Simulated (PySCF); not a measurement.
# Spinor energies of Os⁺ (osmium, charge +1)

Start: [Xe] 4f14 5d6 6s1; 5d3/2 filled at m_j = -3/2, -1/2, +1/2, +3/2; 5d5/2 filled at m_j = +3/2, +5/2; 6s1/2 filled at m_j = +1/2. Calculated with PySCF 2.14 in x2c-SVPall-2c: generalised Hartree-Fock with the X2C-1e Hamiltonian and a Gaussian nucleus; one run each with spin-orbit coupling (SO) switched off, then screened by Boettger's factors.

```tsv
spinor shell	electrons	ε, spin-free (eV)	ε, screened SO (eV)	weight of nominal j (screened SO)	rms radius, screened SO (bohr)
1s1/2	2	-74282.9	-74258.1	1.000	0.0201
2s1/2	2	-13089.8	-13082.0	1.000	0.0809
2p1/2	2	-11406.4	-12503.8	1.000	0.0687
2p3/2	4	-11406.4	-10966.6	1.000	0.0764
3s1/2	2	-3117.4	-3114.7	1.000	0.207
3p1/2	2	-2614.7	-2856.6	1.000	0.198
3p3/2	4	-2614.7	-2515.7	1.000	0.214
3d3/2	4	-2045.5	-2087.3	1.000	0.189
3d5/2	6	-2045.5	-2014.8	1.000	0.192
4s1/2	2	-698.48	-697.54	1.000	0.459
4p1/2	2	-530.67	-587.91	1.000	0.466
4d3/2	4	-317.93	-326.52	0.999	0.520
4d5/2	6	-317.93	-311.14	1.000	0.531
5s1/2	2	-116.09	-115.84	1.000	1.08
5p1/2	2	-70.299	-80.434	0.691	1.10
4f5/2	6	-79.223	-80.382	0.899	0.689
4f7/2	8	-79.223	-77.438	0.990	0.612
5p3/2	4	-70.299	-65.743	0.975	1.27
5d3/2	4	-20.430	-20.401	0.723	1.86
5d5/2	2	-20.430	-20.424	0.834	1.89
6s1/2	1	-16.430	-16.403	0.989	2.99
```

Q: Where does 4p3/2 lie, and what is the 4p spin-orbit splitting (screened SO)?

A: At -506.89 eV, 81.017 eV above 4p1/2.

```csv
quantity,spin-free,screened SO
E (hartree),-17239.96684,-17262.45477
M_J,9/2,9/2
⟨J²⟩,24.757,24.774
⟨L²⟩,6.005,6.665
⟨S²⟩,8.753,8.432
```

Each row is a mean over spinors that exchange with the open shell spreads, by up to 7.746 eV (5p3/2).

Rows whose weight is well below 1 are mixtures of j = l ± 1/2: exchange outweighs spin-orbit coupling there, and the label is only the starting occupation.

Breit and QED terms are absent; they matter most for the inner s and p1/2 levels.

Densities and radii are taken from the X2C orbitals without a picture-change correction, which distorts them close to the nucleus.

Without spin-orbit coupling the j labels of p, d and f shells carry no meaning; the spin-free column gives the mean over the occupied spinors of each nl shell.
